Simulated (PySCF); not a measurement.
# Sr+: excitation energy

Sr+ [Kr] 5s1 (2S) → Sr+ [Kr] 4d1 (2D), as a difference of total energies. Calculation: PySCF 2.14, in x2c-QZVPPall (13s8p7d3f2g, 111 functions); the spin-free X2C one-electron Hamiltonian (Gaussian nucleus). Correlated levels: valence and next inner shell: [Ar] 3d10 frozen. The calculations carry no spin-orbit coupling.

```
                                method  excitation energy (eV)  error (eV)
                                   UHF                   1.925      +0.099
                                   LDA                   1.702      -0.124
                                   PBE                   1.535      -0.291
                                  PBE0                   1.542      -0.284
                                r2SCAN                   1.417      -0.409
                                PBEsol                   1.535      -0.291
                             BHandHLYP                   1.707      -0.119
                                 B97-3                   1.476      -0.350
    MP2 (valence and next inner shell)                   1.916      +0.090
SCS-MP2 (valence and next inner shell)                   1.894      +0.068
```

Reference: 1.826 eV (measured; NIST levels, between the centres of gravity of the two terms).

Errors of the correlated levels include the incompleteness of this basis and the frozen core.
